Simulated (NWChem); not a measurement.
System: AlH2Br; SMILES [Br][AlH2]

NWChem input:

```
start job
memory heap 200 mb stack 900 mb global 1100 mb
geometry units angstroms noautoz
  Al     0.000000     0.000000    -1.568293
  H      0.000000     1.399902    -2.300267
  H      0.000000    -1.399902    -2.300267
  Br     0.000000     0.000000     0.690750
end
basis spherical
  * library 6-31g*
end
dft
  xc pbe0
  iterations 150
  mulliken
end
task dft energy
```

NWChem printed, in part:

```
             Northwest Computational Chemistry Package (NWChem) 7.3.0
             --------------------------------------------------------

 C2V symmetry detected

                             Geometry "geometry" -> ""
                             -------------------------

 Output coordinates in angstroms (scale by  1.889725989 to convert to a.u.)

  No.       Tag          Charge          X              Y              Z
 ---- ---------------- ---------- -------------- -------------- --------------
    1 Al                  13.0000     0.00000000     0.00000000    -1.55205114
    2 H                    1.0000     0.00000000     1.39990200    -2.28402514
    3 H                    1.0000     0.00000000    -1.39990200    -2.28402514
    4 Br                  35.0000     0.00000000     0.00000000     0.70699186

 Effective nuclear repulsion energy (a.u.)     126.6983474275

      Symmetry information
      --------------------

 Group name             C2v
 Group number             16
 Group order               4
 No. of unique centers     3

                                 NWChem DFT Module
                                 -----------------

 Summary of "ao basis" -> "ao basis" (spherical)
 ------------------------------------------------------------------------------
       Tag                 Description            Shells   Functions and Types
 ---------------- ------------------------------  ------  ---------------------
 Al                          6-31g*                  8       18   4s3p1d
 H                           6-31g*                  2        2   2s
 Br                          6-31g*                 12       32   5s4p3d

      Symmetry analysis of basis
      --------------------------

        a1         26
        a2          4
        b1         11
        b2         13

            General Information
            -------------------
          SCF calculation type: DFT
          Wavefunction type:  closed shell.
          No. of atoms     :     4
          No. of electrons :    50
           Alpha electrons :    25
            Beta electrons :    25
          Charge           :     0
          Spin multiplicity:     1
          Use of symmetry is: on ; symmetry adaption is: on
          Maximum number of iterations: 150
          AO basis - number of functions:    54
                     number of shells:    24
          Convergence on energy requested:  1.00D-06
          Convergence on density requested:  1.00D-05
          Convergence on gradient requested:  5.00D-04

              XC Information
              --------------
                         PBE0 Method XC Functional
                     Hartree-Fock (Exact) Exchange  0.250
          PerdewBurkeErnzerhof Exchange Functional  0.750
            Perdew 1991 LDA Correlation Functional  1.000 local
           PerdewBurkeErnz. Correlation Functional  1.000 non-local

             Grid Information
             ----------------
          Grid used for XC integration:  medium
          Radial quadrature: Mura-Knowles
          Angular quadrature: Lebedev.
          Tag              B.-S. Rad. Rad. Pts. Rad. Cut. Ang. Pts.
          ---              ---------- --------- --------- ---------
          Al                  1.25       88           9.0       590
          H                   0.35       45          10.0       434
          Br                  1.15      112          10.0       590
          Grid pruning is: on
          Number of quadrature shells:   245
          Spatial weights used:  Erf1

      Superposition of Atomic Density Guess
      -------------------------------------

 Sum of atomic energies:       -2814.94239431

      Non-variational initial energy
      ------------------------------

 Total energy =   -2815.163301
 1-e energy   =   -4171.128594
 2-e energy   =    1229.266946
 HOMO         =      -0.349197
 LUMO         =      -0.005753

      Symmetry analysis of molecular orbitals - initial
      -------------------------------------------------

  Numbering of irreducible representations:

     1 a1          2 a2          3 b1          4 b2

  Orbital symmetries:

     1 a1          2 a1          3 a1          4 b2          5 b1
     6 a1          7 a1          8 a1          9 b2         10 b1
    11 a1         12 a1         13 b2         14 b1         15 b2
    16 a1         17 a2         18 a1         19 b1         20 a1
    21 a1         22 b2         23 a1         24 b1         25 b2
    26 b1         27 a1         28 a1         29 b2         30 a1
    31 b1         32 b2         33 a1         34 a1         35 b1

     ---------------------------------------------
      Total Density - Mulliken Population Analysis
     ---------------------------------------------

    Atom       Charge   Shell Charges
 -----------   ------   -------------------------------------------------------
    1 Al  13    12.26   2.00  2.00  5.97  0.87  0.84  0.27  0.19  0.11
    2 H    1     1.13   0.47  0.66
    3 H    1     1.13   0.47  0.66
    4 Br  35    35.48   2.00  2.00  6.00  2.00  5.99  1.56  3.99  0.38  1.54  6.97  2.93  0.12

   convergence    iter        energy       DeltaE   RMS-Dens  Diis-err
 ---------------- ----- ----------------- --------- --------- ---------
 d= 0,ls=0.0,diis     1  -2817.0667438435 -2.94D+03  1.33D-02  1.69D-01
 d= 0,ls=0.0,diis     2  -2817.0755111643 -8.77D-03  7.04D-03  1.17D-01
 d= 0,ls=0.0,diis     3  -2817.0912210624 -1.57D-02  1.29D-03  4.92D-03
 d= 0,ls=0.0,diis     4  -2817.0918243357 -6.03D-04  2.17D-04  1.29D-04
 d= 0,ls=0.0,diis     5  -2817.0918401805 -1.58D-05  3.61D-05  4.15D-06
 d= 0,ls=0.0,diis     6  -2817.0918407893 -6.09D-07  6.31D-06  4.39D-08

         Total DFT energy =    -2817.091840789330
      One electron energy =    -4172.957526447216
           Coulomb energy =     1339.485560170175
    Exchange-Corr. energy =     -110.318221939776
 Nuclear repulsion energy =      126.698347427486

 Numeric. integr. density =       50.000005207440

                  Occupations of the irreducible representations
                  ----------------------------------------------

                     irrep           alpha         beta
                     --------     --------     --------
                     a1               13.0         13.0
                     a2                1.0          1.0
                     b1                5.0          5.0
                     b2                6.0          6.0

                       DFT Final Molecular Orbital Analysis
                       ------------------------------------

 Vector   23  Occ=2.000000D+00  E=-3.476069D-01  Symmetry=b2
              MO Center= -2.5D-15,  3.6D-14, -1.3D+00, r^2= 3.7D+00
   Bfn.  Coefficient  Atom+Function         Bfn.  Coefficient  Atom+Function
  ----- ------------  ---------------      ----- ------------  ---------------
    34      0.390714  4 Br py                 8      0.358633  1 Al py
    20      0.196060  2 H  s                 22     -0.196060  3 H  s
    19      0.193297  2 H  s                 21     -0.193297  3 H  s
    30     -0.176465  4 Br py                 4     -0.148966  1 Al py
    38      0.145057  4 Br py                12      0.080173  1 Al py

 Vector   24  Occ=2.000000D+00  E=-3.225553D-01  Symmetry=b1
              MO Center= -3.2D-15, -2.8D-16,  5.7D-01, r^2= 1.7D+00
   Bfn.  Coefficient  Atom+Function         Bfn.  Coefficient  Atom+Function
  ----- ------------  ---------------      ----- ------------  ---------------
    33      0.744457  4 Br px                29     -0.336067  4 Br px
    37      0.336469  4 Br px                 7      0.123220  1 Al px
    25      0.100794  4 Br px                 3     -0.048710  1 Al px
    17     -0.047314  1 Al d  1              11      0.035932  1 Al px
    53      0.030229  4 Br d  1

 Vector   25  Occ=2.000000D+00  E=-3.021832D-01  Symmetry=b2
              MO Center= -5.6D-16,  3.5D-15, -1.9D-01, r^2= 3.6D+00
   Bfn.  Coefficient  Atom+Function         Bfn.  Coefficient  Atom+Function
  ----- ------------  ---------------      ----- ------------  ---------------
    34      0.658908  4 Br py                38      0.312292  4 Br py
    30     -0.295851  4 Br py                20     -0.198252  2 H  s
    22      0.198252  3 H  s                  8     -0.150623  1 Al py
    19     -0.140877  2 H  s                 21      0.140877  3 H  s
    26      0.088675  4 Br py                15      0.083698  1 Al d -1

 Vector   26  Occ=0.000000D+00  E=-6.537180D-02  Symmetry=b1
              MO Center= -7.0D-15, -1.1D-15, -1.5D+00, r^2= 4.1D+00
   Bfn.  Coefficient  Atom+Function         Bfn.  Coefficient  Atom+Function
  ----- ------------  ---------------      ----- ------------  ---------------
    11      0.602634  1 Al px                 7      0.554680  1 Al px
    37     -0.233811  4 Br px                33     -0.225644  4 Br px
     3     -0.191277  1 Al px                29      0.099273  4 Br px
    53      0.045932  4 Br d  1              25     -0.029620  4 Br px

 Vector   27  Occ=0.000000D+00  E= 7.965467D-04  Symmetry=a1
              MO Center=  6.9D-16,  2.0D-12, -9.8D-01, r^2= 5.5D+00
   Bfn.  Coefficient  Atom+Function         Bfn.  Coefficient  Atom+Function
  ----- ------------  ---------------      ----- ------------  ---------------
    10      1.067734  1 Al s                 13      0.908962  1 Al pz
    36     -0.778218  4 Br s                 39      0.573760  4 Br pz
     6      0.389755  1 Al s                 35      0.300218  4 Br pz
    20     -0.294142  2 H  s                 22     -0.294142  3 H  s
    32      0.277854  4 Br s                  9      0.272213  1 Al pz

[...]
```

Level: PBE0/6-31G* (spherical d). The geometry was optimised at PBE0/def2-SVP.
